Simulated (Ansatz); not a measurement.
`I[SiH]1BC1` + H–F → `F[SiH]1BC1` + HI  (ligand exchange at the Si–I bond)

Calculated with Ansatz (gas phase, PBE0-D4/def2-TZVP geometries, no zero-point term in ΔE). CBS: MP2 limit from def2 TZ/QZ plus the TZ coupled-cluster correction, frozen cores. This one scheme is used for every species. DFT in def2-TZVPP. HSE06 is defined as in plane-wave codes. Elements past krypton have def2 core potentials. For I outer-core shells are correlated without core-valence functions, which leaves a few kJ/mol of doubt a bond.

Is it downhill or uphill in electronic energy at CCSD(T)/CBS, and by how much? (An estimate is asked.)

Computed: Downhill: ΔE = -0.18 eV.

What do these levels give: r2SCAN-D4, r2SCANh-D4, HSE06-D4, BHLYP-D4, CAM-B3LYP-D4, ωB97M-V, r2SCANh, r2SCAN0, LC-ωPBE, MP2/def2-SVP, HF/def2-TZVPP, CCSD(T)/def2-TZVPP? (An estimate is asked.)

Computed: r2SCAN-D4 -0.25, r2SCANh-D4 -0.24, HSE06-D4 -0.12, BHLYP-D4 -0.31, CAM-B3LYP-D4 -0.41, ωB97M-V -0.31, r2SCANh -0.25, r2SCAN0 -0.24, LC-ωPBE -0.32, MP2/def2-SVP -0.20, HF/def2-TZVPP -0.46, CCSD(T)/def2-TZVPP -0.26 eV.

Largest T1 diagnostic among the species: 0.014.

From BLYP to BHLYP (50 % exact exchange), in def2-TZVPP and without D4, ΔE moves by −0.03 eV. At CCSD(T), def2-SVP lies −0.09 eV from the extrapolated value and def2-TZVPP −0.08 eV.
